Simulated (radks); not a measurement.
Coulomb parameter of the 3d shell of the zinc ion Zn3+ in the model configuration [Ar] 3d7.5 4p1.5, as a second difference U = [E(n + 0.5) + E(n - 0.5) - 2 E(n)] / (0.5)^2 with all orbitals relaxed. "Bare": the charge of the atom changes with n. "Screened": the 4p shell takes up the change at fixed total charge, which measures U(3d,3d) + U(4p,4p) - 2 U(3d,4p). All-electron calculation, Dirac Kohn-Sham, PBE, spin-unpolarised, spherical densities, finite nucleus; open shells are shared between the two j in proportion to 2j + 1; Fermi nuclear charge, rms radius 3.9283 fm. Program: a radial shooting solver on a logarithmic mesh with Libxc functionals.

case	configuration	E - E(n) (eV)
start	[Ar] 3d7.5 4p1.5	0.000
bare +0.5	[Ar] 3d8 4p1.5	-30.017
bare -0.5	[Ar] 3d7 4p1.5	35.736
screened +0.5	[Ar] 3d8 4p1	-16.341
screened -0.5	[Ar] 3d7 4p2	18.235

U(bare) = 22.876 eV, U(screened by 4p) = 7.576 eV.
